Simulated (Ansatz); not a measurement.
`[CH3][Sn]([F])([F])[SiH3]` → `[CH2]` (triplet) + `[F][SnH]([F])[SiH3]`  (formal loss of a carbene)

Gas-phase electronic energies from Ansatz, PBE0-D4/def2-TZVP geometries. CCSD(T)/CBS adds triple-zeta CCSD(T) − MP2 to the extrapolated MP2 energy (def2 sets, frozen cores). This one scheme is used for every species. DFT in def2-TZVPP. B3LYP here is the variant with VWN-RPA as its local correlation; programs differ in this. Triplets are unrestricted, without spin–orbit coupling. Elements past krypton have def2 core potentials. For Sn outer-core shells are correlated without core-valence functions, which leaves a few kJ/mol of doubt a bond.

Question: Is it downhill or uphill in electronic energy at CCSD(T)/CBS, and by how much? (Estimate.)

Answer: The calculation gave: Uphill: ΔE = +5.00 eV.

Question: What do these levels give: PBE-D4, PBE0-D4, B3LYP-D4, ωB97X-V, ωB97M-V, PBE, PBE0, MP2/def2-TZVPP, CCSD(T)/def2-TZVPP, MP2/def2-QZVPP, HF/CBS(def2), MP2/CBS(def2)? (Best estimate.)

Answer: The calculation gave: PBE-D4 5.01, PBE0-D4 4.91, B3LYP-D4 4.87, ωB97X-V 5.03, ωB97M-V 4.96, PBE 4.94, PBE0 4.85, MP2/def2-TZVPP 5.03, CCSD(T)/def2-TZVPP 4.86, MP2/def2-QZVPP 5.12, HF/CBS(def2) 3.35, MP2/CBS(def2) 5.18 eV.

Largest T1 diagnostic among the species: 0.014.

The D4 term adds +0.10 eV with B3LYP and +0.06 eV with PBE0; it sums over pairs of atoms, weighted by their polarisabilities, and B3LYP, whose exchange is more repulsive, gets the larger term. In def2-TZVPP, CCSD(T) changes the Hartree–Fock value by +1.50 eV (the triples alone add +0.13 eV) and MP2 by +1.68 eV.
